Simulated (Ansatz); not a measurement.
Ideal-gas functions of `[SiH3]O[Si]S` at 400 K and 1 bar, from an Ansatz frequency run at PBE0-D4/def2-TZVP.

Molar mass 108.27 g/mol, point group Cs (symmetry number 1), electronic degeneracy 1, moments of inertia 40.369, 359.091, 393.519 u Å². Harmonic wavenumbers (cm⁻¹, unscaled): 55, 77, 91, 220, 352, 492, 576, 662, 726, 736, 953, 955, 968, 1066, 2228, 2245, 2247, 2701.

Use S(trans) = R[1.5 ln M + 2.5 ln T − 1.1517]; rotational temperatures θ = 24.2544 K / I; S(rot) = R[ln(√π/σ · √(T³/θAθBθC)) + 1.5]; for each mode x = 1.438777 ν̃/T, S = R[x/(eˣ − 1) − ln(1 − e⁻ˣ)] and H = RT x/(eˣ − 1); 1 cm⁻¹ = 0.0119627 kJ/mol; R = 8.31446 J/(mol·K).

By hand: the entropy, in J/(mol·K).

Translation 173.4. Rotation: θ = 0.6008, 0.0675, 0.0616 K, giving 116.9. Vibration, mode by mode: 21.80, 19.02, 17.64, 10.47, 6.89, 4.58, 3.60, 2.82, 2.35, 2.29, 1.23, 1.22, 1.18, 0.89, 0.02, 0.02, 0.02, 0.01, in all 96.1. Electronic 0.0. Sum 386.4 J/(mol·K).

By hand: H − E and G − E in kJ/mol, counted from the electronic energy.

Zero-point energy ½ × 17350 × 0.0119627 = 103.8; thermal vibration 18.3; translation, rotation and pV give 4 RT = 13.3. H − E = 135.4 kJ/mol, and G − E = 135.4 − 400 × 386.4/1000 = -19.2 kJ/mol.

Vibration gives 25 % of the entropy, 58.5 J/(mol·K) of it from the modes under 150 cm⁻¹: soft modes count most, and the harmonic formula is weakest for them. The sum counts one conformer and one mirror image; others add a mixing term.
